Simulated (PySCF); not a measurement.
Can point charges reproduce the dipole moment of `O=C([SiH2][SiH2]P)C(=O)C1CC1`?

Coordinates (GFN2-xTB, Å) and charges (e) from the PBE0/pcSseg-1 density (PySCF):

| atom | x | y | z | Mulliken | IAO | Hirshfeld | ESP-fitted |
| --- | --- | --- | --- | --- | --- | --- | --- |
| O1 | -0.476 | 2.488 | 0.973 | -0.3137 | -0.3525 | -0.1925 | -0.4020 |
| C2 | -0.224 | 1.312 | 0.836 | +0.0029 | +0.1079 | +0.0698 | +0.2290 |
| Si3 | 1.246 | 0.363 | 1.608 | +0.3610 | +0.3949 | +0.2170 | +0.3001 |
| Si4 | 2.850 | 0.170 | -0.064 | +0.1185 | +0.2963 | +0.1916 | +0.2149 |
| P5 | 4.748 | -0.491 | 0.945 | -0.2162 | -0.0996 | -0.0281 | -0.3902 |
| C6 | -0.966 | 0.405 | -0.116 | +0.3121 | +0.3327 | +0.1529 | +0.4500 |
| O7 | -0.350 | -0.557 | -0.544 | -0.3778 | -0.4151 | -0.1862 | -0.4055 |
| C8 | -2.367 | 0.714 | -0.398 | -0.3223 | -0.2004 | -0.0532 | -0.2493 |
| C9 | -2.945 | 0.276 | -1.730 | -0.1534 | -0.2633 | -0.0694 | -0.2325 |
| C10 | -3.350 | -0.439 | -0.501 | -0.1576 | -0.2618 | -0.0683 | -0.2666 |
| H11 | 0.693 | -0.902 | 2.102 | -0.0358 | -0.0892 | -0.0715 | -0.0842 |
| H12 | 1.638 | 1.158 | 2.777 | -0.0384 | -0.0926 | -0.0711 | -0.0875 |
| H13 | 2.481 | -0.737 | -1.158 | -0.0033 | -0.0842 | -0.0722 | -0.0818 |
| H14 | 3.199 | 1.456 | -0.690 | -0.0165 | -0.0878 | -0.0721 | -0.0307 |
| H15 | 4.315 | -1.783 | 1.178 | +0.0567 | -0.0061 | -0.0117 | +0.1199 |
| H16 | 5.395 | -0.857 | -0.218 | +0.0629 | 0.0000 | -0.0080 | +0.1420 |
| H17 | -2.709 | 1.645 | 0.034 | +0.1354 | +0.1687 | +0.0487 | +0.1770 |
| H18 | -2.263 | -0.221 | -2.404 | +0.1509 | +0.1661 | +0.0534 | +0.1433 |
| H19 | -3.642 | 0.948 | -2.205 | +0.1431 | +0.1611 | +0.0589 | +0.1482 |
| H20 | -4.336 | -0.279 | -0.093 | +0.1434 | +0.1613 | +0.0590 | +0.1614 |
| H21 | -2.946 | -1.425 | -0.331 | +0.1480 | +0.1635 | +0.0532 | +0.1444 |

Q: Compute μ = Σ q r for each scheme (1 e·Å = 4.803 D) and compare with the dipole of the full density.

A: The full density gives (-2.62, -1.30, -1.07) D, 3.12 D in size; dipole vectors point from the negative to the positive end.

```json
{"scheme": "Mulliken", "μx": "-1.77", "μy": "-2.40", "μz": "-0.68", "size (D)": "3.06", "share of the full size (%)": "98", "angle to the full dipole (°)": "27"}
{"scheme": "IAO", "μx": "-1.79", "μy": "-0.93", "μz": "0.05", "size (D)": "2.02", "share of the full size (%)": "65", "angle to the full dipole (°)": "22"}
{"scheme": "Hirshfeld", "μx": "-1.51", "μy": "-0.64", "μz": "-0.32", "size (D)": "1.67", "share of the full size (%)": "54", "angle to the full dipole (°)": "10"}
{"scheme": "ESP-fitted", "μx": "-2.59", "μy": "-1.32", "μz": "-1.05", "size (D)": "3.09", "share of the full size (%)": "99", "angle to the full dipole (°)": "1"}
```

Q: Which set comes closest?

A: Length of the difference vector: ESP-fitted 0.04 D, Mulliken 1.44 D, IAO 1.44 D, Hirshfeld 1.50 D. Closest: ESP-fitted. ESP charges are fitted to the potential around the molecule, whose slowest-falling term is the dipole's. The schemes that divide the density aren't constrained to reproduce the dipole.

Q: What is left for the Hirshfeld atoms' own dipoles?

A: The Hirshfeld atoms' densities add up to the full density, so μ = Σ q r + Σ (atomic dipoles). The atomic dipoles sum to (-2.62, -1.30, -1.07) − (-1.51, -0.64, -0.32) = (-1.11, -0.66, -0.75) D, 1.50 D in size.

Q: With the origin at the mean of the coordinates, (0.000, 0.155, 0.000) Å, which are the largest single terms, by size, of the Mulliken dipole along the direction of the full one?

A: P5 +4.21, C8 -2.93, Si3 -2.93, H20 +2.66, C10 -2.45 D; all 21 atoms together +2.73 D. The single terms depend on the origin, their sum doesn't.

Q: Give the size of the full dipole in other units.

A: 3.12 D = 1.226 au = 0.649 e·Å = 10.39 × 10⁻³⁰ C·m.

Geometry: GFN2-xTB, one conformer, isolated molecule.
